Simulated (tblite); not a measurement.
Compound: C₆H₈F (doublet state).
SMILES: `F[C@@]12[CH]C[C@@H]1CC2`

Computed values, GFN2-xTB/tblite, gas phase, harmonic and unscaled. This tight-binding method is rough: wavenumbers can miss measured ones by several per cent, in bad cases by 10 to 20. Open shells enter through the occupations alone, without spin polarisation, and single modes of such species can be off by tens of per cent.

Harmonic wavenumbers (cm⁻¹): 117.1, 174.9, 278.3, 353.0, 393.4, 428.3, 616.5, 655.7, 787.6, 841.7, 894.0, 908.9, 967.2, 994.2, 997.2, 1026.5, 1048.5, 1066.5, 1079.3, 1135.8, 1142.8, 1168.3, 1179.1, 1219.1, 1235.5, 1254.0, 1268.4, 1283.9, 1438.0, 1448.0, 1475.8, 2894.3, 2935.9, 3006.4, 3019.1, 3022.3, 3028.4, 3035.5, 3166.9.

A = 3705, B = 3246, C = 2259 MHz; mass 99.061 u (most abundant isotopes); point group C1, symmetry number 1; spin multiplicity 2.

What is the zero-point energy?

Half the sum of the wavenumbers: 26493 cm⁻¹ = 75.75 kcal/mol.

What is S at 273.15 K and 1 bar for an ideal gas of classical rigid rotors and harmonic oscillators?

Translation 39.28, rotation 26.61, vibration 11.00, spin (R ln 2) 1.38: S = 78.3 cal/(mol K).

And Cp and H(273.15 K) − H(0)?

Cp = 24.42 cal/(mol K), of which vibrations give 16.47 (their classical limit is 39 R = 77.5); H(273.15 K) − H(0) = 4.02 kcal/mol without the zero-point energy, 1.85 from vibrations.

What must be added to the electronic energy to get the Gibbs energy at 273.15 K and 1 bar?

ZPE + [H(273.15 K) − H(0)] − T·S = 75.75 + 4.02 − 21.38 = 58.39 kcal/mol.

How do the functions run with temperature in this model?

| T (K) | S (cal/(mol K)) | Cp (cal/(mol K)) | H − H(0) (kcal/mol) | G − H(0) (kcal/mol) | ln q(vib) |
| --- | --- | --- | --- | --- | --- |
| 100 | 61.4 | 12.1 | 0.94 | -5.20 | 0.32 |
| 200 | 71.7 | 18.5 | 2.46 | -11.87 | 1.27 |
| 300 | 80.7 | 26.8 | 4.71 | -19.49 | 2.47 |
| 500 | 98.4 | 43.1 | 11.78 | -37.41 | 5.38 |
| 800 | 122.2 | 58.0 | 27.17 | -70.59 | 10.26 |
| 1000 | 135.9 | 64.2 | 39.43 | -96.43 | 13.48 |

q(vib) and H(0) count from the zero-point level.

Hindered rotation and anharmonicity are outside this model. The structure is chiral; the term R ln 2 for an equal mix with its mirror image is left out.
